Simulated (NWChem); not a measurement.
Molecule: CrNH₂S₂Cl; SMILES [NH]=[Cr](=[S])([SH])[Cl]

```xyz
7

Cr     0.0663     0.0204    -0.2319
N      0.0830    -0.0379    -1.8242
H      0.6383    -0.1456    -2.6766
S      1.8858    -0.2370     0.4958
Cl    -0.7560     1.9188     0.3850
S     -1.1373    -1.6941     0.4484
H     -1.9340    -1.7999    -0.6385
```
Atoms are numbered in this order, from 1.

Results from NWChem. Medium grid unless said otherwise, to which SCAN and Minnesota functionals are sensitive. Geometry: optimised at B3LYP/6-31G* (spherical d). No frequency run checked for a minimum. B3LYP is NWChem's, with the RPA form of VWN correlation. Total energies of different functionals are on different scales.

```tsv
level	energy (Ha)	highest occupied level (eV)	orbital gap (eV)	dipole (D)
B3LYP/def2-SVP	-2356.5506	-7.25	3.27	2.96
PBE/def2-SVP	-2355.7350	-6.43	1.91	2.85
PW6B95/def2-SVP	-2358.1393	-7.59	3.80	3.08
revPBE/def2-SVP	-2356.2039	-6.41	1.91	2.86
BP86/def2-SVP	-2356.8403	-6.54	1.90	2.86
PW91/def2-SVP	-2356.5740	-6.47	1.90	2.83
r2SCAN/def2-SVP	-2356.4029	-6.81	2.07	3.04
LDA (Slater exchange, PW92)/def2-SVP	-2349.6550	-6.51	1.88	2.86
MN15-L/def2-SVP	-2356.1428	-6.93	2.22	3.15
```
